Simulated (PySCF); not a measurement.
## Predicted spectroscopic data

Theoretical values (PySCF 2.14.0 with density-fitted response routines): shielding tensors at PBE0/pcSseg-1 (GIAO), GFN2-xTB structure. No solvent, relativity neglected, equivalent nuclei averaged, a single conformation.

Shifts are taken against calculated references (same method and geometry level): ¹H (σref 31.72), ¹³C (σref 186.93) vs TMS. Where no couplings were computed, multiplicities follow the n + 1 count of equivalent neighbours, and m marks all less simple cases (inequivalent or close neighbours, rings, F or P nearby). Shifts are as computed. Against solution values, carbons near 30 ppm lie about +3 ppm off and those near 130 ppm about +5 ppm. Of 1211 compounds with measured shifts, 218 miss one by over three times the rms of a fit or turn the order of signals round; such compounds aren't used in these exercises.

Compound 1 (C7H11NSi). ¹H NMR (400 MHz, computed): δ 7.52 (d, 1H), 6.95 (d, 1H), 3.66 (m, 1H), 2.05 (s, 1H), 1.84 (m, 2H), 1.78 (m, 2H), 0.49 (s, 3H). ¹³C{¹H} NMR (computed): δ 149.8, 103.8, 92.6, 64.5, 29.7, 1.2. Structure: SMILES C#C[Si@]1(C)C[C@@H](N=C)C1.

Compound 2 (C4H10OSi2). ¹H NMR (400 MHz, computed): δ 9.59 (t, 1H), 6.59 (m, 1H), 6.34 (m, 1H), 4.43 (m, 2H), 3.48 (t, 3H), 3.21 (m, 2H). ¹³C{¹H} NMR (computed): δ 199.7 (CH), 148.7 (CH), 133.4 (CH), 53.6 (CH2). Structure: `O=CC/C=C\[SiH2][SiH3]`.
